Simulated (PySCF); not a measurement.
**How methods differ on the excitation energy of Xe⁺**

Xe⁺ [Kr] 4d10 5s2 5p5 (2P) → Xe⁺ [Kr] 4d10 5s2 5p4 6s1 (4P), as a difference of total energies. All numbers are calculated (PySCF 2.14, scalar relativity by spin-free X2C-1e, in x2c-TZVPPall with one added diffuse shell each of s, p, d, f type (9s7p5d3f, 76 functions)). Correlated levels: valence: [Kr] 4d10 frozen; valence and next inner shell: [Ar] 3d10 frozen. The calculations carry no spin-orbit coupling.

```tsv
method	excitation energy (eV)	error (eV)
UHF	11.340	-0.013
LDA	11.700	+0.347
PBE	11.540	+0.187
PBE0	11.716	+0.363
r2SCAN	11.906	+0.553
B97-3	11.884	+0.531
B3LYP	11.742	+0.389
M06-2X	11.630	+0.277
MN15	11.758	+0.405
MP2 (valence)	11.544	+0.191
SCS-MP2 (valence)	11.667	+0.314
MP2 (valence and next inner shell)	11.592	+0.239
SCS-MP2 (valence and next inner shell)	11.686	+0.333
```

Reference: 11.353 eV (measured; NIST levels, between the centres of gravity of the two terms).

Errors of the correlated levels include the incompleteness of this basis and the frozen core.

The promoted electron is Rydberg-like, and one or two diffuse shells describe it only roughly, which tends to raise the upper state.
